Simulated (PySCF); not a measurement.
F₆Se, triplet, at a GFN2-xTB geometry (a higher spin typed on purpose: for a closed-shell molecule this is an excited state), with bond 7-2 at 2.0 times its length; TPSS/STO-3G run with PySCF.

Input for PySCF:
```python
from pyscf import gto, scf, dft

mol = gto.Mole()
mol.atom = '''
    F     1.109143   -1.833907   -0.260798
    Se    0.024522   -0.002410   -0.041086
    F     1.474535    1.558449   -0.241680
    F    -1.205185   -1.084659    0.444995
    F    -1.226851    0.142125   -1.770894
    F     0.702827   -0.084297    1.525092
    F    -1.918733    2.625193    0.958083
'''
mol.basis = 'sto-3g'
mol.charge = 0
mol.spin = 2
mol.verbose = 4
mol.build()

mf = dft.UKS(mol)
mf.xc = 'tpss'
mf.level_shift = 1.0
mf.max_cycle = 100
mf.kernel()
mf.analyze()
```

It wrote (shortened):

```
PySCF version 2.14.0

[INPUT] verbose = 4
[INPUT] num. atoms = 7
[INPUT] num. electrons = 88
[INPUT] charge = 0
[INPUT] spin (= nelec alpha-beta = 2S) = 2
[INPUT] symmetry False subgroup None
[INPUT] Mole.unit = angstrom
[INPUT] Symbol           X                Y                Z      unit          X                Y                Z       unit  Magmom
[...]
nuclear repulsion = 662.579089295477
number of shells = 26
number of NR pGTOs = 144
number of NR cGTOs = 48
basis = sto-3g
ecp = {}

******** <class 'pyscf.dft.uks.UKS'> ********
method = UKS
initial guess = minao
damping factor = 0
level_shift factor = 1.0
DIIS = <class 'pyscf.scf.diis.CDIIS'>
diis_start_cycle = 1
diis_space = 8
diis_damp = 0
SCF conv_tol = 1e-09
SCF conv_tol_grad = None
SCF max_cycles = 100
direct_scf = True
direct_scf_tol = 1e-13
number electrons alpha = 45  beta = 43
XC library pyscf.dft.libxc version 7.1.2
    S. Lehtola, C. Steigemann, M. J. T. Oliveira, and M. A. L. Marques,  SoftwareX 7, 1–5 (2018)
XC functionals = tpss
    J. Tao, J. P. Perdew, V. N. Staroverov, and G. E. Scuseria,  Phys. Rev. Lett. 91, 146401 (2003)
    J. P. Perdew, J. Tao, V. N. Staroverov, and G. E. Scuseria,  J. Chem. Phys. 120, 6898 (2004)
    J. Tao, J. P. Perdew, V. N. Staroverov, and G. E. Scuseria,  Phys. Rev. Lett. 91, 146401 (2003)
    J. P. Perdew, J. Tao, V. N. Staroverov, and G. E. Scuseria,  J. Chem. Phys. 120, 6898 (2004)
radial grids:
    Treutler-Ahlrichs [JCP 102, 346 (1995); DOI:10.1063/1.469408] (M4) radial grids

becke partition: Becke, JCP 88, 2547 (1988); DOI:10.1063/1.454033
pruning grids: <function nwchem_prune>
grids dens level: 3
symmetrized grids: False
atomic radii adjust function: <function treutler_atomic_radii_adjust>
small_rho_cutoff = 0
Set gradient conv threshold to 3.16228e-05
tot grids = 106000
init E= -2961.89389160663

cycle= 1 E= -2964.36486061437  delta_E= -2.47  |g|= 0.592  |ddm|= 2.44
cycle= 2 E= -2964.72870402405  delta_E= -0.364  |g|= 0.202  |ddm|= 0.852
cycle= 3 E= -2964.75143358573  delta_E= -0.0227  |g|= 0.145  |ddm|= 0.16
cycle= 4 E= -2964.7637165839  delta_E= -0.0123  |g|= 0.106  |ddm|= 0.0969
cycle= 5 E= -2964.76992479305  delta_E= -0.00621  |g|= 0.081  |ddm|= 0.0707
cycle= 6 E= -2964.77373589296  delta_E= -0.00381  |g|= 0.062  |ddm|= 0.0523
cycle= 7 E= -2964.77588520856  delta_E= -0.00215  |g|= 0.0494  |ddm|= 0.0424
cycle= 8 E= -2964.77733128029  delta_E= -0.00145  |g|= 0.0395  |ddm|= 0.0343
cycle= 9 E= -2964.77823832915  delta_E= -0.000907  |g|= 0.0328  |ddm|= 0.028
cycle= 10 E= -2964.7788171463  delta_E= -0.000579  |g|= 0.0284  |ddm|= 0.023
cycle= 11 E= -2964.779248307  delta_E= -0.000431  |g|= 0.0247  |ddm|= 0.0198
cycle= 12 E= -2964.77954836766  delta_E= -0.0003  |g|= 0.0223  |ddm|= 0.0173
cycle= 13 E= -2964.77979428722  delta_E= -0.000246  |g|= 0.02  |ddm|= 0.0152
cycle= 14 E= -2964.77996909282  delta_E= -0.000175  |g|= 0.0186  |ddm|= 0.0137
cycle= 15 E= -2964.78011284802  delta_E= -0.000144  |g|= 0.0174  |ddm|= 0.0127
cycle= 16 E= -2964.78023670032  delta_E= -0.000124  |g|= 0.0162  |ddm|= 0.0118
cycle= 17 E= -2964.78035016116  delta_E= -0.000113  |g|= 0.0149  |ddm|= 0.0113
cycle= 18 E= -2964.78044053492  delta_E= -9.04e-05  |g|= 0.0139  |ddm|= 0.0108
cycle= 19 E= -2964.78051402302  delta_E= -7.35e-05  |g|= 0.0132  |ddm|= 0.0103
cycle= 20 E= -2964.78059189905  delta_E= -7.79e-05  |g|= 0.012  |ddm|= 0.0118
cycle= 21 E= -2964.78064953133  delta_E= -5.76e-05  |g|= 0.0113  |ddm|= 0.00951
cycle= 22 E= -2964.78070035114  delta_E= -5.08e-05  |g|= 0.0106  |ddm|= 0.00923
cycle= 23 E= -2964.78074213584  delta_E= -4.18e-05  |g|= 0.0101  |ddm|= 0.00891
cycle= 24 E= -2964.78077856686  delta_E= -3.64e-05  |g|= 0.00967  |ddm|= 0.00889
cycle= 25 E= -2964.78081082863  delta_E= -3.23e-05  |g|= 0.00928  |ddm|= 0.00905
cycle= 26 E= -2964.78084115243  delta_E= -3.03e-05  |g|= 0.00883  |ddm|= 0.00825
cycle= 27 E= -2964.78087467401  delta_E= -3.35e-05  |g|= 0.00792  |ddm|= 0.00599
[...]
cycle= 95 E= -2964.78111104775  delta_E= -1.79e-07  |g|= 0.000247  |ddm|= 0.000719
cycle= 96 E= -2964.78111124517  delta_E= -1.97e-07  |g|= 0.000244  |ddm|= 0.000812
cycle= 97 E= -2964.78111142773  delta_E= -1.83e-07  |g|= 0.000241  |ddm|= 0.000743
cycle= 98 E= -2964.78111164958  delta_E= -2.22e-07  |g|= 0.00024  |ddm|= 0.000936
cycle= 99 E= -2964.78111186711  delta_E= -2.18e-07  |g|= 0.000239  |ddm|= 0.000924
cycle= 100 E= -2964.78111207134  delta_E= -2.04e-07  |g|= 0.000235  |ddm|= 0.000866
SCF not converged.
SCF energy = -2964.78111207134 after 100 cycles  <S^2> = 2.0479034  2S+1 = 3.0317674
**** SCF Summaries ****
Total Energy =                       -2964.781112071339976
Nuclear Repulsion Energy =             662.579089295477047
One-electron Energy =                -5475.231306104329633
Two-electron Energy =                 1847.871104737512951
Two-electron Coulomb Energy =         1999.106727912623228
DFT Exchange-Correlation Energy =     -151.235623175110305
**** MO energy ****
                             alpha | beta                alpha | beta
[...]
To work with the spin densities directly, `use mulliken_meta_spin()` only printing them here.

 ** Mulliken spin pop alpha/beta on meta-lowdin orthogonal AOs **
 ** Mulliken Spin Density (per AO)  **
spin_pop of  0 F 1s        0.00000
spin_pop of  0 F 2s        0.00024
spin_pop of  0 F 2px      -0.00732
spin_pop of  0 F 2py      -0.09365
spin_pop of  0 F 2pz      -0.00712
spin_pop of  1 Se 1s        0.00000
spin_pop of  1 Se 2s        0.00001
spin_pop of  1 Se 3s        0.00003
spin_pop of  1 Se 4s        0.07401
spin_pop of  1 Se 2px      -0.00000
spin_pop of  1 Se 2py       0.00000
spin_pop of  1 Se 2pz      -0.00000
spin_pop of  1 Se 3px      -0.00003
spin_pop of  1 Se 3py       0.00002
spin_pop of  1 Se 3pz      -0.00002
spin_pop of  1 Se 4px      -0.03035
spin_pop of  1 Se 4py       0.01560
spin_pop of  1 Se 4pz      -0.01988
spin_pop of  1 Se 3dxy      0.00006
spin_pop of  1 Se 3dyz      0.00001
spin_pop of  1 Se 3dz^2    -0.00007
spin_pop of  1 Se 3dxz     -0.00002
spin_pop of  1 Se 3dx2-y2    0.00001
spin_pop of  2 F 1s        0.00000
spin_pop of  2 F 2s       -0.00010
spin_pop of  2 F 2px       0.31804
spin_pop of  2 F 2py       0.18714
spin_pop of  2 F 2pz       0.01073
spin_pop of  3 F 1s       -0.00000
spin_pop of  3 F 2s       -0.00065
spin_pop of  3 F 2px       0.00485
spin_pop of  3 F 2py       0.02248
spin_pop of  3 F 2pz      -0.00917
spin_pop of  4 F 1s        0.00000
spin_pop of  4 F 2s       -0.00010
spin_pop of  4 F 2px       0.16966
spin_pop of  4 F 2py       0.03179
spin_pop of  4 F 2pz       0.31440
spin_pop of  5 F 1s       -0.00000
spin_pop of  5 F 2s       -0.00065
spin_pop of  5 F 2px       0.00848
spin_pop of  5 F 2py       0.00496
spin_pop of  5 F 2pz       0.00470
spin_pop of  6 F 1s        0.00000
spin_pop of  6 F 2s        0.00001
spin_pop of  6 F 2px       0.06230
spin_pop of  6 F 2py       0.16067
spin_pop of  6 F 2pz       0.77891
 ** Mulliken Spin Density (per atom)  **
spin density of  0 F =     -0.10785
spin density of  1 Se =      0.03938
spin density of  2 F =      0.51582
spin density of  3 F =      0.01751
spin density of  4 F =      0.51575
spin density of  5 F =      0.01749
spin density of  6 F =      1.00190
 ** Mulliken pop alpha/beta on meta-lowdin orthogonal AOs **
 ** Mulliken pop       alpha | beta **
In total            45.00000 | 43.00000
 ** Mulliken atomic charges   ( Nelec_alpha | Nelec_beta ) **
charge of  0F =     -0.13533  (     4.51374      4.62159 )
charge of  1Se =      0.65806  (    16.69066     16.65128 )
charge of  2F =     -0.13150  (     4.82366      4.30784 )
charge of  3F =     -0.13214  (     4.57482      4.55731 )
charge of  4F =     -0.13159  (     4.82367      4.30792 )
charge of  5F =     -0.13217  (     4.57483      4.55734 )
charge of  6F =      0.00465  (     4.99862      3.99673 )
Dipole moment(X, Y, Z, Debye): -0.57340,  0.13807,  0.88609
```

The run did not converge; its last values are not results.
